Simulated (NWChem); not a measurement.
# GaCl₂ cation; SMILES [Cl][Ga+][Cl]

Program: NWChem. Pople sets run with spherical d functions. Geometry: optimised at PBE0/def2-SVP. Vertical excitations in the gas phase; the lowest state need not have the same character in each row.

| level | lowest excitation, singlet (eV) | oscillator strength of that lowest state | lowest state with f > 0.02, singlet (eV) | oscillator strength of that bright state | orbital gap (eV) |
|---|---|---|---|---|---|
| PBE/6-31G*, TDA | 4.43 | 0.000 | 4.92 | 0.022 | 4.21 |
| B3LYP/6-31G*, TDA | 4.72 | 0.000 | 5.27 | 0.024 | 5.95 |
| CAM-B3LYP/6-31G*, TDA | ? | 0.000 | ? | 0.026 | ? |
| LRC-wPBEh/6-31G*, TDA | 5.24 | 0.000 | 5.79 | 0.028 | 10.16 |

Question: Fill in the missing entries.

Answer: 
- CAM-B3LYP/6-31G*, TDA, lowest excitation, singlet (eV): 5.11
- CAM-B3LYP/6-31G*, TDA, lowest state with f > 0.02, singlet (eV): 5.70
- CAM-B3LYP/6-31G*, TDA, orbital gap (eV): 8.94
